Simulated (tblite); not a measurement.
Compound: C₂H₇F₃GeSi.
Bonds: F1–C2, C2–F3, C2–F4, C2–Ge5, Ge5–C6, C6–Si7. Hydrogens: H8, H9 on Ge5; H10, H11 on C6; H12, H13, H14 on Si7.

Computed with GFN2-xTB (tblite), gas phase: L-BFGS steps from a force-field or distance-geometry start until the largest atomic force falls under 0.01 eV/Å.

Step 5: E = -699.2447 eV
```
atom  x, y, z in Å  |  force x, y, z in eV/Å
F1     -1.1663    1.2789    1.1574   -0.004  -0.010   0.103
C2     -1.8553    0.6395    0.1912   -0.209   0.256   0.187
F3     -2.1597    1.5803   -0.7229    0.051  -0.039  -0.071
F4     -3.0211    0.2956    0.7715   -0.072  -0.138  -0.077
Ge5    -0.8779   -0.9288   -0.5740    0.051   0.153   0.080
C6      0.9494   -0.9722    0.0941    0.149  -0.107   0.078
Si7     1.8792    0.7019    0.1708    0.065   0.020  -0.014
H8     -0.8914   -0.7105   -2.0481   -0.199  -0.057  -0.159
H9     -1.6883   -2.1009   -0.1171   -0.117  -0.097  -0.137
H10     1.4826   -1.6406   -0.5843    0.099  -0.051   0.178
H11     0.9405   -1.4407    1.0802    0.072   0.023  -0.059
H12     2.6721    0.7122    1.3988    0.020  -0.028   0.038
H13     0.9719    1.8423    0.1533    0.064   0.049  -0.073
H14     2.7634    0.7425   -0.9931    0.030   0.027  -0.073
```

Step 6: E = -699.2583 eV
```
atom  x, y, z in Å  |  force x, y, z in eV/Å
F1     -1.1779    1.2854    1.1643    0.003  -0.064   0.079
C2     -1.8602    0.6407    0.1949   -0.183   0.275   0.209
F3     -2.1566    1.5844   -0.7204    0.016  -0.099  -0.050
F4     -3.0287    0.2936    0.7723    0.005  -0.108  -0.148
Ge5    -0.8699   -0.9275   -0.5724   -0.137   0.128  -0.042
C6      0.9567   -0.9684    0.0966    0.151  -0.257   0.096
Si7     1.8836    0.7041    0.1687    0.156   0.095   0.030
H8     -0.9069   -0.7145   -2.0593   -0.154  -0.058   0.021
H9     -1.6963   -2.1049   -0.1279   -0.027  -0.009  -0.140
H10     1.4895   -1.6493   -0.5700    0.096   0.004   0.104
H11     0.9481   -1.4460    1.0792    0.034   0.098  -0.026
H12     2.6755    0.7095    1.4060   -0.042  -0.016  -0.080
H13     0.9751    1.8481    0.1475    0.096  -0.010  -0.061
H14     2.7673    0.7443   -1.0017   -0.017   0.021   0.007
```

Step 7: E = -699.2679 eV
```
atom  x, y, z in Å  |  force x, y, z in eV/Å
F1     -1.1866    1.2899    1.1719   -0.017  -0.063   0.080
C2     -1.8662    0.6452    0.2007   -0.078   0.164   0.139
F3     -2.1542    1.5865   -0.7198   -0.025  -0.094  -0.017
F4     -3.0355    0.2900    0.7706    0.022  -0.056  -0.158
Ge5    -0.8661   -0.9237   -0.5714   -0.204   0.084  -0.088
C6      0.9648   -0.9687    0.0996    0.086  -0.227   0.055
Si7     1.8894    0.7068    0.1674    0.159   0.083   0.035
H8     -0.9219   -0.7188   -2.0677   -0.115  -0.047   0.140
H9     -1.7032   -2.1082   -0.1390    0.040   0.063  -0.136
H10     1.4971   -1.6565   -0.5573    0.110   0.008   0.017
H11     0.9547   -1.4487    1.0789    0.002   0.115   0.058
H12     2.6776    0.7071    1.4105   -0.059  -0.002  -0.129
H13     0.9793    1.8525    0.1418    0.113  -0.047  -0.049
H14     2.7701    0.7462   -1.0084   -0.036   0.018   0.053
```

Step 8: E = -699.2755 eV
```
atom  x, y, z in Å  |  force x, y, z in eV/Å
F1     -1.1942    1.2928    1.1804   -0.050  -0.037   0.085
C2     -1.8719    0.6510    0.2076    0.042   0.006   0.030
F3     -2.1529    1.5870   -0.7199   -0.056  -0.052   0.020
F4     -3.0416    0.2858    0.7666    0.004  -0.003  -0.128
Ge5    -0.8662   -0.9186   -0.5714   -0.154   0.032  -0.067
C6      0.9728   -0.9716    0.1027   -0.003  -0.101  -0.008
Si7     1.8966    0.7097    0.1667    0.087   0.005   0.011
H8     -0.9368   -0.7232   -2.0726   -0.083  -0.024   0.191
H9     -1.7083   -2.1099   -0.1511    0.075   0.106  -0.121
H10     1.5060   -1.6629   -0.5466    0.115  -0.008  -0.052
H11     0.9602   -1.4492    1.0805   -0.025   0.107   0.130
H12     2.6786    0.7052    1.4121   -0.038   0.013  -0.118
H13     0.9850    1.8553    0.1361    0.112  -0.061  -0.037
H14     2.7719    0.7482   -1.0132   -0.027   0.017   0.064
```

Task: Estimate the geometry and energy of step 9. (The exact step hangs on the optimiser's Hessian estimate; all steps are aligned on step 8, rigid shifts and turns removed.)

Result: E = -699.2808 eV, largest force 0.183 eV/Å
```
atom  x, y, z in Å  |  force x, y, z in eV/Å
F1     -1.1999    1.2940    1.1878   -0.073  -0.013   0.079
C2     -1.8749    0.6550    0.2126    0.103  -0.100  -0.049
F3     -2.1531    1.5863   -0.7198   -0.058  -0.006   0.042
F4     -3.0458    0.2827    0.7615   -0.020   0.022  -0.086
Ge5    -0.8688   -0.9143   -0.5721   -0.038  -0.005  -0.006
C6      0.9778   -0.9752    0.1044   -0.059   0.006  -0.046
Si7     1.9026    0.7113    0.1663   -0.008  -0.082  -0.024
H8     -0.9484   -0.7266   -2.0724   -0.065   0.002   0.171
H9     -1.7103   -2.1092   -0.1614    0.072   0.106  -0.096
H10     1.5143   -1.6673   -0.5405    0.091  -0.011  -0.067
H11     0.9634   -1.4474    1.0841   -0.041   0.098   0.136
H12     2.6787    0.7042    1.4111    0.002   0.021  -0.070
H13     0.9910    1.8560    0.1316    0.095  -0.053  -0.028
H14     2.7727    0.7499   -1.0152   -0.001   0.014   0.044
```

The energy changes by -0.0053 eV. The first-order estimate −F·Δx gives -0.0073 eV and the mean of the old and new forces, exact on a quadratic surface, -0.0053 eV. The step makes an angle of 58° with the force vector and moves no atom by more than 0.012 Å.

The cost below is that of the whole relaxation. Time: 1.2 s of wall time. Hardware: Arm Neoverse N1, one thread, shared host with 64 logical CPUs at a one-minute load of 51.
